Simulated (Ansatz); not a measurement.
Method: frozen-core CCSD(T)/def2-TZVPP // B3LYP-D3(BJ)/def2-TZVP in Ansatz (a first-principles code).

Ansatz 0.2 input:
```yaml
crystal:
  periodic: [false, false, false]
  atoms:
    - { symbol: Ge, position_ang: [0.000689, 0.000708, 0.361791] }
    - { symbol: H, position_ang: [-0.299317, 1.434752, -0.12284] }
    - { symbol: H, position_ang: [-1.093424, -0.976742, -0.1166] }
    - { symbol: H, position_ang: [1.392051, -0.458717, -0.12235] }
basis:
  gaussian: { orbitals: def2-TZVPP }
correlation:
  method: ccsd_t
magnetization:
  spin_polarized: true
  initial_magnetization: 1
```

Output:

```
Functional definition: HF
544 factors; integrals over basis functions are off by at most 8.2e-4 eV
mean field evaluation 1: about -56519.3030 eV, gradient 7.3e0 eV
mean field evaluation 2: about -56519.3036 eV, gradient 7.3e0 eV
mean field evaluation 4: about -56519.9054 eV, gradient 1.7e0 eV
mean field evaluation 8: about -56519.9230 eV, gradient 4.4e-4 eV
mean field evaluation 16: about -56519.9211 eV, gradient 1.3e-1 eV
mean field -56519.92300579 eV, -2077.0688598829 hartree, gradient 2.0e-6 eV, S^2 0.754722; 0 other end points of the search recorded, 0 dependent functions left out
9 core orbitals not correlated
reference -56519.92300579 eV, -2077.0688598829 hartree; 9, 8 occupied and 72, 73 virtual orbitals, 544 factors
second order -6.80681423 eV of doubles, -0.00000000 eV of singles
cycle   1  -6.92825962 eV  change   -1.2e-1 eV  update   7.0e-2
cycle   2  -7.23050244 eV  change   -3.0e-1 eV  update   2.3e-2
cycle   3  -7.26237295 eV  change   -3.2e-2 eV  update   1.0e-2
cycle   4  -7.26051775 eV  change    1.9e-3 eV  update   2.9e-3
cycle   5  -7.26077680 eV  change   -2.6e-4 eV  update   9.1e-4
cycle   6  -7.26049195 eV  change    2.8e-4 eV  update   3.8e-4
cycle   7  -7.26056303 eV  change   -7.1e-5 eV  update   1.3e-4
cycle   8  -7.26060675 eV  change   -4.4e-5 eV  update   4.5e-5
cycle   9  -7.26060293 eV  change    3.8e-6 eV  update   1.4e-5
perturbative correction -0.21734035 eV, -0.0079871105 hartree
Total energy: -56527.40094906 eV, -2077.3436692294 hartree
```

Cost: around 8 core-seconds (rough).
